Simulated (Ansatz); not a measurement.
Cost against result

Saddle point of BSiH₅Cl₂O, closed shell (BHCl₂ ([Cl][BH][Cl]) + SiH₄O ([OH][SiH3]) → BHCl₂O ([OH][B]([Cl])[Cl]) + SiH₄; bonds formed: H2–Si5; dative contacts that become bonds: B1–O6; bonds broken: B1–H2, Si5–O6), PBE0-D4/def2-TZVP structure:

B1  (-1.061, -0.004, -0.487)
H2  (-0.053, 0.842, -0.682)
Cl3  (-1.082, -1.076, -1.943)
Cl4  (-2.485, 1.053, -0.243)
Si5  (1.113, 0.318, 0.392)
O6  (-0.588, -0.696, 0.723)
H7  (0.933, 1.013, 1.680)
H8  (1.995, 1.193, -0.444)
H9  (1.815, -0.987, 0.384)
H10  (-0.587, -1.655, 0.620)
(Å)

Barriers are electronic and count from the start structure reached by relaxing down the imaginary mode.

Computed with Ansatz 0.2.0 (basis: as named in each row); correlated methods freeze the cores. B3LYP uses VWN-RPA correlation. Extrapolation: Hartree–Fock as exp(−7.88 √X), correlation as X^−2.97.

Times are rough, for one single point on 8 threads of a shared host (Intel Xeon 6975P-C).

The estimate by CCSD(T) at an estimated basis limit (MP2 extrapolated from triple and quadruple zeta, plus CCSD(T) − MP2 in triple zeta) is 0.897 eV.

```
      method       basis  time (s)  barrier (eV)  method less estimate
          HF      STO-3G   under 1         2.640                 1.743
      PBE-D4      STO-3G   under 1         1.650                 0.753
       SPW92    def2-SVP   under 1         0.469                -0.428
    B3LYP-D4       6-31G   under 1         1.224                 0.326
      PBE-D4    def2-SVP   under 1         0.535                -0.362
     PBE0-D4    def2-SVP   under 1         0.646                -0.251
       SPW92  def2-TZVPP   under 1         0.581                -0.317
      PBE-D4  def2-TZVPP   under 1         0.635                -0.262
     BLYP-D4  def2-TZVPP   under 1         0.804                -0.093
    BHLYP-D4  def2-TZVPP         1         0.993                 0.096
     wB97M-V    def2-SVP         1         0.738                -0.160
     CCSD(T)    def2-SVP         1         0.788                -0.109
     PBE0-D4  def2-TZVPP         1         0.738                -0.159
    B3LYP-D4  def2-TZVPP         1         0.873                -0.024
CAM-B3LYP-D4  def2-TZVPP         1         0.931                 0.034
   r2SCAN-D4  def2-TZVPP         2         0.751                -0.147
  r2SCAN0-D4  def2-TZVPP         2         0.817                -0.080
  RPA on PBE  def2-TZVPP         2         0.871                -0.026
      B2PLYP  def2-TZVPP         2         0.904                 0.007
    PBE-QIDH  def2-TZVPP         2         0.833                -0.064
      B97M-V  def2-TZVPP         2         0.767                -0.130
     wB97X-V  def2-TZVPP         3         0.872                -0.025
     wB97M-V  def2-TZVPP         3         0.848                -0.049
         MP2  def2-QZVPP         8         0.892                -0.005
     CCSD(T)  def2-TZVPP        23         0.886                -0.011
```

All methods are single points on the PBE0-D4 structures.

T1 diagnostic: at most 0.012.

Ligand swaps between two centres remove the fluorinated layer in thermal atomic layer etching, and scramble precursors in the gas phase.

Labels in which every atom is bracketed show which atoms are joined, not bond orders.
